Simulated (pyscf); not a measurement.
## •H₂C–CH₂–CH₂–CH₂–CH₃ (SMILES [CH2]CCCC), doublet

Gas-phase minimum from PySCF at ωB97X-D3(BJ)/def2-SVP, one conformer. •H₂C–CH₂–CH₂–CH₂–CH₃ lies 6.6 kcal/mol over its isomer H₃C–CH₂–C•(CH₃)–CH₃, and others may lie lower still (electronic energy, ωB97M-D3(BJ)). 

SMILES: C(C)CC[CH2]
```xyz
16

C     -1.7189    -0.4053     2.3942
C     -0.8877     0.4252     1.4734
C     -0.3169    -0.3630     0.2764
C      0.5189     0.5032    -0.6667
C      1.0876    -0.2774    -1.8504
H     -1.2536    -0.9963     3.1893
H     -2.7796    -0.5795     2.1881
H     -0.0430     0.8730     2.0274
H     -1.4859     1.2668     1.0800
H      0.2983    -1.1999     0.6529
H     -1.1490    -0.8247    -0.2848
H     -0.1018     1.3391    -1.0362
H      1.3435     0.9678    -0.0967
H      1.7352    -1.1018    -1.5083
H      1.6880     0.3681    -2.5109
H      0.2813    -0.7210    -2.4579
```
Charge 0, spin multiplicity 2.

Bond lengths (Å): C1–C2 1.493, C1–H6 1.095, C1–H7 1.095, C2–C3 1.543, C2–H8 1.105, C2–H9 1.105, C3–C4 1.529, C3–H10 1.105, C3–H11 1.105, C4–C5 1.528, C4–H12 1.105, C4–H13 1.105, C5–H14 1.103, C5–H15 1.102 (the first ones only). Bond angles (°): C2–C1–H6 120.8, C2–C1–H7 120.8, H6–C1–H7 117.6, C1–C2–C3 113.6, C1–C2–H8 110.0, C1–C2–H9 110.0, C3–C2–H8 108.2, C3–C2–H9 108.2, H8–C2–H9 106.5, C2–C3–C4 113.0, C2–C3–H10 109.2, C2–C3–H11 109.2, C4–C3–H10 109.6, C4–C3–H11 109.6 (the first ones only).

Properties at ωB97X-D3(BJ)/def2-SVP:

| Property | Value |
|---|---|
| Harmonic wavenumbers, unscaled | 46, 116, 122, 182, 251, 366, 407, 530, 737, 763, 857, 916, 983, 1018, 1089, 1102, 1126, 1194, 1256, 1263, 1319, 1326, 1349, 1405, 1426, 1452, 1475, 1478, 1481, 1486, 1494, 3050, 3055, 3059, 3060, 3094, 3103, 3120, 3148, 3154, 3164, 3277 cm⁻¹ |
| Zero-point energy | 91.9 kcal/mol |
| Rotational symmetry number | 1 |
| Entropy of this conformer at 298 K and 1 atm, rigid rotor and harmonic oscillator, modes under 100 cm⁻¹ raised to 100 | 350.8 J/(mol K) |
| Dipole moment | 0.33 D |
| Spin expectation value S2 | 0.754 |

Single-point totals, which compare only within one level:

| level | total energy (hartree) |
|---|---|
| ωB97X-D3(BJ)/def2-TZVP | -197.28369 |
| PBE/def2-TZVP | -196.87423 |
| r²SCAN/def2-TZVP | -197.03762 |
| B3LYP-D3(BJ)/def2-TZVP | -197.19436 |
| PBE0-D3(BJ)/def2-TZVP | -196.92510 |
| M06-2X/def2-TZVP | -197.05441 |
| ωB97M-D3(BJ)/def2-TZVP | -197.21153 |

The lowest mode is so soft that the shape along it may change with the basis. Soft torsions are taken as harmonic, which can shift the entropy by several J/(mol K).
